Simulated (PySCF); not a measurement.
## Calculated NMR parameters of C=C[C@@H]1CC[P@H]1=O

```
Formula                               : C5H9OP
SMILES                                : C=C[C@@H]1CC[P@H]1=O
Point group of the computed structure : C1
Carbon signals                        : 5
Proton signals                        : 9
```

Bonds (- single, = double, # triple, : aromatic): C1=C2, C2-C3, C3-C4, C4-C5, C5-P6, P6=O7, P6-C3. C1 carries H8, H9; C2 carries H10; C3 carries H11; C4 carries H12, H13; C5 carries H14, H15; P6 carries H16. Stereochemistry as in C=C[C@@H]1CC[P@H]1=O. H12, H14 are cis to C2 on the ring; H9 is cis to C3; H13, H15 are trans to C2 on the ring; H8 is trans to C3.

PySCF 2.14 calculation with GFN2-xTB geometry and shielding tensors at PBE0/pcSseg-1 (GIAO); one computed conformer, isolated molecule, relativity neglected.

Shifts are taken against calculated references (same method and geometry level): ¹H and ¹³C vs TMS; H3PO4 for ³¹P; ¹⁷O vs H2O.

| carbon | δC, type | δH (multiplicity) | HMBC from (2–3 bonds) | span of the C tensor (ppm) |
| --- | --- | --- | --- | --- |
| C1 | 124.1, CH2 | H8 5.48 (m); H9 5.82 (m) | H10, H11 | 213 |
| C2 | 144.5, CH | 6.20 (m) | H16, H9, H8, H11, H13, H12 | 237 |
| C3 | 61.0, CH | 3.71 (m) | H16, H10, H9, H8, H15, H14, H13, H12 | 70 |
| C4 | 17.0, CH2 | H12 0.98 (m); H13 2.04 (m) | H16, H10, H11, H15, H14 | 30 |
| C5 | 36.1, CH2 | H14 2.33 (m); H15 2.44 (m) | H16, H11, H13, H12 | 61 |

Other nuclei:
| atoms | nucleus | environment | δ (ppm) | σ (ppm) |
| --- | --- | --- | --- | --- |
| H16 | ¹H | hydrogen on a phosphorus bonded to 2 C, O, in a 4-membered ring | 7.34 | 24.37 |
| P6 | ³¹P | phosphorus bonded to 2 C, O, H, in a 4-membered ring | 3.0 | 315.4 |
| O7 | ¹⁷O | P=O oxygen | 145.6 | 190.5 |

1. δC 144.5: alkene CH; as expected for a trigonal carbon in a double bond.
2. δC 124.1: terminal =CH2 carbon; the olefinic region.
3. δC 61.0: allylic sp3 CH bonded to P.
4. δH 6.20: hydrogen on an alkene CH; olefinic region.
5. δH 5.82, 5.48: hydrogen on a terminal =CH2 carbon; a vinylic proton, deshielded by the sp2 carbon and the C=C anisotropy.

Splittings by ³¹P in the carbon and heteronuclear signals aren't shown, as no couplings were computed. Shifts are as computed. Against solution values, carbons near 30 ppm lie about +3 ppm off and those near 130 ppm about +5 ppm. Of 1211 compounds with measured shifts, 218 miss one by over three times the rms of a fit or turn the order of signals round; such compounds aren't used in these exercises. Experimental scales use liquid or dissolved standards, which lie at an offset from isolated H2O (liquid H2O: subtract about 36 ppm) and H3PO4. Multiplicities follow the n + 1 count of equivalent neighbours, as no J values were calculated; m marks all less simple cases, F and P coupling included.
